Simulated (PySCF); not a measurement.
Compound: C₅H₇F₅Si.
Structure used (PBE0-D3(BJ)/def2-SVP), in Å, numbered top down from 1:
```
atom  x, y, z in Å
F1    -2.1043    1.0759   -1.3900
C2    -2.3615    0.4940   -0.2219
F3    -3.5372   -0.1117   -0.3057
F4    -2.4375    1.4415    0.7100
C5    -1.2550   -0.5117    0.1448
F6    -1.2304   -1.4436   -0.8341
F7    -1.6527   -1.1257    1.2798
C8     0.1185    0.0933    0.3427
C9     1.1841   -0.9420    0.7913
Si10   2.4442    0.1092   -0.1608
C11    0.8026    0.6884   -0.9152
H12    0.0096    0.8703    1.1160
H13    1.0214   -1.8988    0.2693
H14    1.2533   -1.1316    1.8697
H15    3.1137    1.1466    0.6805
H16    3.4577   -0.5607   -1.0296
H17    0.5877    1.7405   -1.1412
H18    0.5595    0.0788   -1.8001
```

Level: PBE0/pcSseg-1 in PySCF, non-relativistic, on one gas-phase PBE0-D3(BJ)/def2-SVP geometry that isn't relaxed in the solvent. The solvent is an IEF-PCM continuum (cavity from Bondi-type radii × 1.2). The model holds no explicit solvent molecules, cavitation or dispersion.

Gas phase at PBE0/pcSseg-1: HOMO -8.60 eV, LUMO 0.13 eV, dipole 2.24 D.

Problem. What does the continuum do to the energy, the frontier levels and the dipole at PBE0/pcSseg-1 in acetone and water?

Solution. 
| solvent | ε | E(solvent) − E(gas) (kJ/mol) | polarisation term (kJ/mol) | distortion of the solute (kJ/mol) | HOMO (eV) | LUMO (eV) | dipole (D) |
| --- | --- | --- | --- | --- | --- | --- | --- |
| acetone | 20.49 | -9.51 | -10.35 | 0.84 | -8.35 | 0.44 | 2.60 |
| water | 78.36 | -10.07 | -11.03 | 0.96 | -8.33 | 0.45 | 2.62 |

The first energy column is the sum of the next two and covers electrostatics alone. From acetone to water the lowering changes by a factor 1.06, Onsager's factor (ε − 1)/(2ε + 1) by 1.06 and ε itself by 3.8.

Problem. Which radius a makes the point-dipole formula ΔE = −[(ε − 1)/(2ε + 1)]·μ²/a³ give the value in water, with the gas-phase dipole?

Solution. μ = 0.883 au and |ΔE| = 0.00384 Eh give a = 2.45 Å; the farthest nucleus lies 3.64 Å from the centroid of the nuclei, so such a sphere wouldn't even hold the nuclei. The formula assumes a rigid point dipole at the centre of a sphere.

Problem. Give the dipole vector in the frame of the coordinates (D, pointing from negative to positive charge), gas and water.

Solution. Gas (2.17, 0.56, 0.08), solvent (2.51, 0.76, 0.12). Its length changes by +17 % and its direction by 2°.

Problem. Which Mulliken charges (PBE0/pcSseg-1) respond most in acetone (means over atoms taken as equivalent)?

Solution. 
| atoms | environment | gas (e) | solvent (e) | change |
| --- | --- | --- | --- | --- |
| Si10 | SiH2 silicon | +0.627 | +0.646 | +0.019 |
| H12 | methine hydrogen | +0.161 | +0.174 | +0.013 |
| H15 | Si–H hydrogen | -0.074 | -0.082 | -0.008 |
| C5 | CF2 carbon | +0.470 | +0.462 | -0.008 |
| F6/F7 | fluorine of a CF2 group | -0.285 | -0.292 | -0.007 |
| H16 | Si–H hydrogen | -0.075 | -0.081 | -0.006 |
